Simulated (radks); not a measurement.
Excited configurations of Mg II: one electron is placed in a higher orbital outside [Ne]. The ground configuration is [Ne] 3s1. All-electron calculation, Dirac Kohn-Sham, BLYP, spin-unpolarised, spherical densities, finite nucleus; open shells fill j = l - 1/2 first; Fermi nuclear charge, rms radius 3.057 fm. Program: a radial shooting solver on a logarithmic mesh with Libxc functionals. Excitation = E - E(ground); binding = E(ion) - E, where the ion is the core of charge +2; n* = 2/sqrt(2 binding) in atomic units, and the quantum defect is n - n*.

outer orbital,excitation (eV),binding (eV),n*,quantum defect,eigenvalue (eV)
3d3/2,9.050,6.165,2.971,0.029,-4.206
4p1/2,9.768,5.447,3.161,0.839,-4.119
4f5/2,11.831,3.383,4.011,-0.011,-2.353
5s1/2,11.331,3.883,3.744,1.256,-3.043
7d3/2,13.840,1.375,6.291,0.709,-1.083

The Delta-SCF ionisation energy is 15.215 eV (NIST Atomic Spectra Database: 15.035 eV, measured). Self-interaction in the functional shifts the binding energies and quantum defects, so they are the method's values and not measured ones. Spin polarisation and multiplet splitting are left out, so open shells lie too high by an amount that depends on their filling.

Beside tabulated values, note that spin-unpolarised runs miss the spin-polarisation part of the exchange energy of open shells.
